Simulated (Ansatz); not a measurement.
Cost and result for the atomization energy of CH6BFOSi (`OB([SiH3])CF`) (11 atoms, 10 bonds).

```xyz
11

O     1.679    0.749    0.402
B     0.426    0.348    0.078
Si   -0.190   -1.590    0.191
C    -0.547    1.489   -0.403
F    -1.815    1.002   -0.704
H     2.258    0.040    0.691
H    -1.317   -1.743    1.150
H    -0.625   -2.097   -1.138
H     0.938   -2.449    0.665
H    -0.153    1.986   -1.299
H    -0.654    2.264    0.367
```

Total charge 0; spin multiplicity 1. Geometry: relaxed with PBE0-D4/def2-TZVP. It is one conformer, not always the lowest. Program: Ansatz. All runs use 4 threads of an Arm Neoverse V2 on a shared host. Times are those of one run each, without the atoms' runs, and a repeat can differ threefold. Electronic energies, without spin–orbit coupling; frozen cores. CCSD(T)/CBS adds CCSD(T) − MP2 in def2-TZVPP to the MP2 limit, and its time is that of the two runs behind it. T1 = 0.013. B3LYP takes the VWN-RPA correlation (the form of Gaussian; ORCA's B3LYP/G).

CCSD(T)/CBS is a level of theory with its own doubt, some kJ/mol a heavy atom from the limit and from the frozen cores, so smaller differences don't rank the functionals.

```
                             level  functions  atomization (kJ/mol)  difference from CCSD(T)/CBS  per bond
                ωB97X-V/def2-TZVPP        250                3992.9                         21.1       2.1
                CCSD(T)/def2-TZVPP        250                3873.4                        -98.4      -9.8
                PBE0-D4/def2-TZVPP        250                3969.5                         -2.3      -0.2
  ωB97M-V/def2-TZVPP (with forces)        250                3989.5                         17.7       1.8
                 B2PLYP/def2-TZVPP        250                3935.2                        -36.6      -3.7
r2SCAN-D4/def2-TZVPP (with forces)        250                3992.7                         20.9       2.1
                    MP2/def2-QZVPP        478                3993.9                         22.1       2.2
   PBE-D4/def2-TZVPP (with forces)        250                4041.2                         69.4       6.9
                 CCSD(T)/CBS(def2)          –                3971.8                          0.0       0.0
 B3LYP-D4/def2-TZVPP (with forces)        250                3977.4                          5.6       0.6
```

Problem. Order the runs by time, with rough figures. (Best estimate.)

Solution. Computed: PBE-D4/def2-TZVPP (with forces) 1.9 s; PBE0-D4/def2-TZVPP 2.2 s; B3LYP-D4/def2-TZVPP (with forces) 3.6 s; r2SCAN-D4/def2-TZVPP (with forces) 3.8 s; B2PLYP/def2-TZVPP 3.9 s; ωB97X-V/def2-TZVPP 6 s; ωB97M-V/def2-TZVPP (with forces) 8.5 s; MP2/def2-QZVPP 17 s; CCSD(T)/def2-TZVPP 2 min; CCSD(T)/CBS(def2) 2.3 min.

The D4 term adds +30.8 kJ/mol with B3LYP and +16.2 kJ/mol with PBE0; it sums over pairs of atoms, weighted by their polarisabilities, and B3LYP, whose exchange is more repulsive, gets the larger term. In def2-TZVPP, CCSD(T) changes the Hartree–Fock value by +924.9 kJ/mol (the triples alone add +52.1 kJ/mol) and MP2 by +987.3 kJ/mol; breaking electron pairs costs correlation energy, which Hartree–Fock lacks. From PBE to PBE0 (25 % exact exchange), in def2-TZVPP and without D4, the atomization energy moves by −68.7 kJ/mol: exact exchange takes away binding that semilocal exchange gives to molecules.
